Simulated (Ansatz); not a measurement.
`SC#Cc1ccc(C#Cc2ccc(C#Cc3ccc(S)cc3)cc2)cc1`. The state is a triplet with charge 0. Geometry r2SCAN-D4/def2-SVP, that of the neutral singlet; atoms count from 1.

```
atom   x (Å)   y (Å)   z (Å)
  S1   0.365  -5.916  10.420
  C2   0.399  -5.170   8.914
  C3   0.348  -4.545   7.860
  C4   0.295  -3.838   6.632
  C5   1.151  -4.182   5.560
  C6   1.096  -3.490   4.359
  C7   0.183  -2.424   4.176
  C8   0.128  -1.716   2.950
  C9   0.080  -1.104   1.888
 C10   0.025  -0.396   0.663
 C11  -0.861   0.696   0.496
 C12  -0.914   1.391  -0.704
 C13  -0.085   1.024  -1.792
 C14  -0.138   1.734  -3.016
 C15  -0.183   2.351  -4.075
 C16  -0.232   3.065  -5.299
 C17  -1.078   4.187  -5.453
 C18  -1.126   4.890  -6.652
 C19  -0.329   4.493  -7.741
 S20  -0.332   5.330  -9.295
 C21   0.516   3.376  -7.601
 C22   0.563   2.675  -6.402
 C23   0.798  -0.070  -1.626
 C24   0.852  -0.764  -0.426
 C25  -0.671  -2.081   5.250
 C26  -0.618  -2.773   6.452
 H27   1.294  -6.872  10.164
 H28   1.861  -5.003   5.687
 H29   1.762  -3.764   3.537
 H30  -1.505   0.989   1.329
 H31  -1.600   2.234  -0.821
 H32  -1.700   4.504  -4.612
 H33  -1.789   5.755  -6.742
 H34  -1.239   6.274  -8.962
 H35   1.141   3.057  -8.441
 H36   1.223   1.810  -6.303
 H37   1.443  -0.363  -2.459
 H38   1.539  -1.607  -0.309
 H39  -1.380  -1.259   5.123
 H40  -1.286  -2.499   7.273
```

Single mean-field runs in def2-TZVP are fitted with def2-universal-jkfit. At PBE0-D4/def2-TZVP a singlet of charge 0 lies 2.35 eV below the triplet at the same geometry.

**Question.** Estimate the Mulliken populations of the heavy atoms from the PBE0/def2-TZVP orbitals of Ansatz.

**Answer.** 
```csv
atom,charge (e),spin (α − β)
S1,-0.09,0.04
C2,-0.01,0.14
C3,0.06,-0.09
C4,0.02,0.22
C5,-0.20,-0.08
C6,-0.19,0.14
C7,0.03,-0.01
C8,0.09,0.30
C9,0.10,0.02
C10,0.05,0.26
C11,-0.20,0.10
C12,-0.20,0.02
C13,0.04,0.33
C14,0.08,-0.09
C15,0.11,0.30
C16,0.02,-0.05
C17,-0.19,0.11
C18,-0.23,-0.07
C19,0.20,0.14
S20,-0.15,0.04
C21,-0.20,-0.06
C22,-0.18,0.11
C23,-0.20,0.02
C24,-0.20,0.10
C25,-0.19,0.14
C26,-0.19,-0.08
```
Mulliken values depend strongly on the basis.

**Question.** Where does the spin sit?

**Answer.** Summed by element: S 0.08, C 1.95, H -0.03, of 2 unpaired in all. Largest on single atoms: C13 0.33, C15 0.30, C8 0.30.

**Question.** And the Mayer bond orders between heavy atoms (over 0.3)?

**Answer.** S1–C2 1.30 (1.68 Å); C2–C3 2.43 (1.23 Å); C3–C4 1.20 (1.42 Å); C4–C5 1.27 (1.41 Å); C4–C26 1.27 (1.41 Å); C5–C6 1.51 (1.39 Å); C6–C7 1.25 (1.42 Å); C7–C8 1.24 (1.42 Å); C7–C25 1.25 (1.42 Å); C8–C9 2.36 (1.23 Å); C9–C10 1.31 (1.42 Å); C10–C11 1.15 (1.42 Å); C10–C24 1.15 (1.42 Å); C11–C12 1.61 (1.39 Å); C12–C13 1.17 (1.42 Å); C13–C14 1.26 (1.42 Å); C13–C23 1.17 (1.42 Å); C14–C15 2.44 (1.23 Å); C15–C16 1.14 (1.42 Å); C16–C17 1.31 (1.41 Å); C16–C22 1.30 (1.41 Å); C17–C18 1.50 (1.39 Å); C18–C19 1.31 (1.41 Å); C19–S20 1.10 (1.77 Å); C19–C21 1.31 (1.41 Å); C21–C22 1.51 (1.39 Å); C23–C24 1.61 (1.39 Å); C25–C26 1.51 (1.39 Å).
